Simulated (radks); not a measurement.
Results of a calculation; reference values are marked as such.
Spin polarisation of the 5s1 shell in Cd+. Start: [Kr] 4d10 5s(up 0.5, down 0.5); electrons of 5s are moved from spin down to spin up, other shells keep equal spins. Code: a radial shooting solver on a logarithmic mesh with Libxc functionals. Model: scalar-relativistic Kohn-Sham, PBE, spin-polarised, spherical densities, finite nucleus; Fermi nuclear charge, rms radius of each element as measured or else 0.836 A^(1/3) + 0.57 fm.

moment (Bohr magnetons)  E - E(0) (eV)  e(5s up) (eV)  e(5s down) (eV)  4d down minus up (eV)  4p down minus up (eV)
0                                0.000        -13.058          -13.058                 0.000                  0.000
0.25                            -0.014        -13.168          -12.943                  0.063                  0.013
0.5                             -0.056        -13.275          -12.824                  0.125                  0.027
0.75                            -0.127        -13.376          -12.697                  0.188                  0.040
1                               -0.227        -13.473          -12.542                  0.251                  0.054

At moment 1 the spin-polarisation energy is -0.227 eV and the 5s exchange splitting 0.932 eV, that is 0.932 eV per Bohr magneton; E = -I m^2/4 would give I = 0.908 eV.
